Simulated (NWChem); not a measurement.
C₅H₄O; SMILES O=C1C=CC=C1

```xyz
10

O      0.0000     0.0000    -2.0266
C      0.0000     0.0000    -0.8219
C      0.0000     1.2024     0.0852
C      0.0000     0.7479     1.3464
C      0.0000    -0.7479     1.3464
C      0.0000    -1.2024     0.0852
H      0.0000     2.2302    -0.2745
H      0.0000     1.3491     2.2571
H      0.0000    -1.3491     2.2571
H      0.0000    -2.2302    -0.2745
```
Atoms are numbered in this order, from 1.

Results from NWChem. Medium grid unless said otherwise, to which SCAN and Minnesota functionals are sensitive. Geometry: optimised at PBE0/def2-SVP. Total energies of different functionals are on different scales.

```json
[
 {"level": "PBE/def2-TZVP", "energy (Ha)": "-267.8816", "highest occupied level (eV)": "-6.01", "orbital gap (eV)": "2.15", "dipole (D)": "3.03"},
 {"level": "B3LYP/def2-TZVP", "energy (Ha)": "-268.2106", "highest occupied level (eV)": "-6.95", "orbital gap (eV)": "3.85", "dipole (D)": "3.26"},
 {"level": "r2SCAN/def2-TZVP", "energy (Ha)": "-268.0552", "highest occupied level (eV)": "-6.27", "orbital gap (eV)": "2.49", "dipole (D)": "3.17"},
 {"level": "Hartree-Fock/def2-TZVP", "energy (Ha)": "-266.5812", "highest occupied level (eV)": "-9.35", "orbital gap (eV)": "10.27", "dipole (D)": "3.83"},
 {"level": "BLYP/def2-TZVP", "energy (Ha)": "-268.1226", "highest occupied level (eV)": "-5.91", "orbital gap (eV)": "2.22", "dipole (D)": "3.08"},
 {"level": "M06-2X/def2-TZVP", "energy (Ha)": "-268.0931", "highest occupied level (eV)": "-8.35", "orbital gap (eV)": "6.38", "dipole (D)": "3.27"}
]
```
